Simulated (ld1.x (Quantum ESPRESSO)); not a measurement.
# Cutoff test, S (Z = 16), ultrasoft

* Element: sulfur (S)
* Generator: ld1.x (Quantum ESPRESSO) 7.5
* Type: ultrasoft
* Functional: PBEsol
* Relativity: scalar-relativistic
* Frozen core: [Ne]
* Valence charge: 6
* Reference configuration: 3s2 3p4
* Partial waves: 3s (bound): rcut 1.20, rcutus 1.50 bohr; 3s channel at 0.2 Ry: rcut 1.20, rcutus 1.50 bohr; 3p (bound): rcut 1.35, rcutus 1.65 bohr; 3p channel at 0.65 Ry: rcut 1.35, rcutus 1.65 bohr; 3d channel at 0.15 Ry: rcut 0.95, rcutus 1.35 bohr; 3d channel at 2 Ry: rcut 0.95, rcutus 1.35 bohr
* Local potential: all-electron potential smoothed inside 1.30 bohr (lloc = -2)
* Core correction: a·sin(br)/r model core inside 1.25 bohr
* Augmentation charge: PSQ, inside the norm-conserving radii

The pseudo-atom Hamiltonian at the reference potential is diagonalised in spherical Bessel functions j_l(qr) that vanish at 20 bohr, with q² up to the cutoff. All-electron valence levels (Ry): 3s -1.2637, 3p -0.5129.

**Question.** How do the lowest levels (Ry) of each channel move with the cutoff, and are there ghosts?

**Answer.**

```
cutoff (Ry)     s #1     s #2     p #1    d #1    f #1  Σ f·Δε (mRy)
          8  -1.2546  -0.0209  -0.4679  0.0714  0.1175         198.7
         10  -1.2574  -0.0211  -0.4890  0.0714  0.1175         108.8
         15  -1.2623  -0.0215  -0.5087  0.0713  0.1175          20.1
         18  -1.2634  -0.0216  -0.5109  0.0712  0.1175           9.1
         21  -1.2634  -0.0216  -0.5120  0.0712  0.1175           4.6
         25  -1.2635  -0.0216  -0.5127  0.0711  0.1175           1.8
         35  -1.2637  -0.0216  -0.5129  0.0711  0.1175           0.4
         40  -1.2637  -0.0216  -0.5129  0.0711  0.1175           0.3
        400  -1.2638  -0.0216  -0.5129  0.0711  0.1175           0.0
```

Result: no extra level below or beside the all-electron valence levels (s, p, d, f tested); 10 mRy is reached at 18 Ry and 1 mRy at 30 Ry.
